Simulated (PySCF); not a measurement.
## Atomic charges against the basis set

C6H10O.
SMILES with atom numbers: `[CH2:1]=[CH:2][C:3](=[O:4])[CH:5]([CH3:6])[CH3:7]` (hydrogens: H8, H9 on C1; H10 on C2; H11 on C5; H12, H13, H14 on C6; H15, H16, H17 on C7)

Geometry (PBE0-D3(BJ)/def2-SVP, Å), atoms numbered from 1 in this order:
```
atom  x, y, z in Å
C1     2.8352   -0.3304   -0.3963
C2     1.5681   -0.6422   -0.1129
C3     0.5192    0.4186   -0.0371
O4     0.7903    1.5894   -0.1888
C5    -0.9035   -0.0538    0.2159
C6    -1.4251   -0.7577   -1.0416
C7    -1.8013    1.0941    0.6419
H8     3.0998    0.7159   -0.5790
H9     3.6222   -1.0865   -0.4493
H10    1.2687   -1.6781    0.0772
H11   -0.8489   -0.8064    1.0247
H12   -2.4279   -1.1736   -0.8615
H13   -1.4981   -0.0442   -1.8773
H14   -0.7707   -1.5833   -1.3607
H15   -2.8291    0.7422    0.8162
H16   -1.4345    1.5678    1.5639
H17   -1.8234    1.8714   -0.1358
```

PBE0 throughout (PySCF), one geometry, spherical d and f functions. One conformer (not necessarily the lowest) at the PBE0-D3(BJ)/def2-SVP geometry, without solvent, vibrations or thermal averaging. Atoms taken as equivalent share a column and are averaged. The first 7 of 11 kinds of atom are listed.

Mulliken charges (e):

| basis | functions | C1 | C2 | C3 | O4 | C5 | C6/C7 | H8 |
| --- | --- | --- | --- | --- | --- | --- | --- | --- |
| STO-3G | 45 | -0.151 | -0.105 | +0.157 | -0.194 | -0.074 | -0.231 | +0.098 |
| pcSseg-0 | 83 | -0.353 | -0.287 | +0.416 | -0.479 | -0.584 | -0.561 | +0.252 |
| 6-31G | 83 | -0.328 | -0.148 | +0.348 | -0.426 | -0.262 | -0.478 | +0.204 |
| 6-31G* | 118 | -0.356 | -0.184 | +0.427 | -0.433 | -0.245 | -0.523 | +0.209 |
| cc-pVDZ | 148 | +0.039 | -0.125 | +0.149 | -0.223 | -0.234 | -0.028 | +0.061 |
| def2-SVP | 148 | -0.006 | -0.108 | +0.109 | -0.225 | -0.224 | -0.023 | +0.075 |
| pcSseg-1 | 169 | -0.080 | -0.275 | +0.313 | -0.365 | -0.421 | -0.212 | +0.145 |
| 6-311+G(2d,p) | 249 | -0.400 | +0.086 | +0.255 | -0.464 | +0.309 | -0.625 | +0.157 |
| aug-cc-pVDZ | 251 | +0.344 | +1.445 | +0.475 | -0.658 | -0.690 | +0.777 | -0.362 |
| def2-TZVP | 277 | -0.209 | -0.251 | +0.275 | -0.315 | -0.032 | -0.379 | +0.159 |

IAO charges (e):

```tsv
basis	functions	C1	C2	C3	O4	C5	C6/C7	H8
STO-3G	45	-0.233	-0.184	+0.180	-0.185	-0.160	-0.387	+0.144
pcSseg-0	83	-0.235	-0.204	+0.325	-0.384	-0.164	-0.415	+0.169
6-31G	83	-0.250	-0.203	+0.333	-0.398	-0.142	-0.428	+0.175
6-31G*	118	-0.237	-0.205	+0.369	-0.416	-0.142	-0.408	+0.169
cc-pVDZ	148	-0.242	-0.207	+0.367	-0.410	-0.140	-0.408	+0.169
def2-SVP	148	-0.232	-0.203	+0.364	-0.410	-0.140	-0.397	+0.165
pcSseg-1	169	-0.239	-0.208	+0.370	-0.422	-0.143	-0.407	+0.170
6-311+G(2d,p)	249	-0.248	-0.211	+0.377	-0.430	-0.144	-0.420	+0.175
aug-cc-pVDZ	251	-0.248	-0.210	+0.376	-0.429	-0.141	-0.419	+0.174
def2-TZVP	277	-0.248	-0.211	+0.379	-0.430	-0.144	-0.421	+0.174
```

Some averages cover members that differ in this geometry, most widely: C6/C7, Mulliken in 6-311+G(2d,p) -0.654 to -0.597; C6/C7, Mulliken in def2-SVP -0.047 to 0.000; C6/C7, Mulliken in pcSseg-1 -0.234 to -0.190; C6/C7, Mulliken in def2-TZVP -0.398 to -0.359 e.

Q: Which scheme is steadiest as the basis changes?

A: Largest range over the bases for any column: IAO 0.25 e, Mulliken 1.73 e. IAO charges move least and Mulliken charges most, counted in e. Without the minimal STO-3G basis the ranges are IAO 0.05, Mulliken 1.73 e.

Q: How much do the charges still move between the two largest bases, aug-cc-pVDZ and def2-TZVP?

A: At most, over all atoms: Mulliken 1.696 e, IAO 0.003 e.

Q: What do the same runs give for the total energy, the frontier levels and the dipole moment?

A: 
```tsv
basis	energy (Eh)	HOMO (eV)	LUMO (eV)	μ (D)
STO-3G	-305.6427	-4.08	1.61	1.58
pcSseg-0	-308.7856	-7.25	-1.58	2.73
6-31G	-309.4053	-7.00	-1.34	2.73
6-31G*	-309.4856	-6.92	-1.27	2.52
cc-pVDZ	-309.5104	-7.01	-1.40	2.44
def2-SVP	-309.2682	-7.11	-1.49	2.52
pcSseg-1	-309.4566	-7.24	-1.62	2.64
6-311+G(2d,p)	-309.5803	-7.23	-1.69	2.69
aug-cc-pVDZ	-309.5283	-7.20	-1.68	2.67
def2-TZVP	-309.6043	-7.20	-1.64	2.65
```

The dipole is fixed by the density alone, so its range of 1.15 D shows that the density itself changes with the basis, not only its division among atoms.
